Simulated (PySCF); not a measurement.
Compound: C₃H₇PTe.
Numbering: `[CH3:1][C@@H:2]1[CH2:3][P@@H:4]1=[Te:5]` (hydrogens: H6, H7, H8 on C1; H9 on C2; H10, H11 on C3; H12 on P4)

Method used: PBE0-D3(BJ)/def2-SVP geometry optimisation, gas phase, def2 core potentials past Kr (PySCF).

(1) What internal coordinates does the optimisation give?

## Answers

(1) 
```tsv
bond	length (bohr)	order
C1–C2	2.843	single
C2–C3	2.878	single
C3–P4	3.437	single
P4=Te5	4.408	double
C2–P4	3.461	single
C1–H6, C1–H7, C1–H8	2.080	single
C2–H9	2.073	single
C3–H10	2.070	single
C3–H11	2.069	single
P4–H12	2.675	single
```

Bonds in one row agree within 0.02 bohr and their mean is given. Orders are formal, as drawn. A selection of angles:
```tsv
angle	degrees
C2–C1–H6	110.5
C2–C1–H7	111.1
H6–C1–H7	108.4
C1–C2–C3	120.0
C1–C2–P4	119.4
C1–C2–H9	115.2
C3–C2–P4	64.9
C3–C2–H9	114.7
P4–C2–H9	113.3
C2–C3–P4	65.8
C2–C3–H10	116.3
C2–C3–H11	119.2
P4–C3–H10	113.8
P4–C3–H11	119.1
H10–C3–H11	114.2
C3–P4–Te5	126.9
C3–P4–H12	105.4
Te5–P4–H12	121.2
C2–P4–C3	49.3
C2–P4–Te5	127.3
C2–P4–H12	105.6
```

Dihedral angles: C1–C2–C3–P4 -111° (anticlinal); C2–C3–P4–Te5 111° (anticlinal); C1–C2–P4–C3 112° (anticlinal).

The 3-membered ring C2–C3–P4 has internal angles of 49.3° to 65.8°. P4 (phosphorus bonded to 2 C, Te and H) has angles from 49.3° to 127.3°.

Point group: C1 (no symmetry element, even within 0.4 Å). Whether it is a minimum is left open (no frequencies).

On one thread of an Arm Neoverse V1 (shared host), this took 69 s and 0.53 GiB of memory at its peak. This is the geometry optimisation.
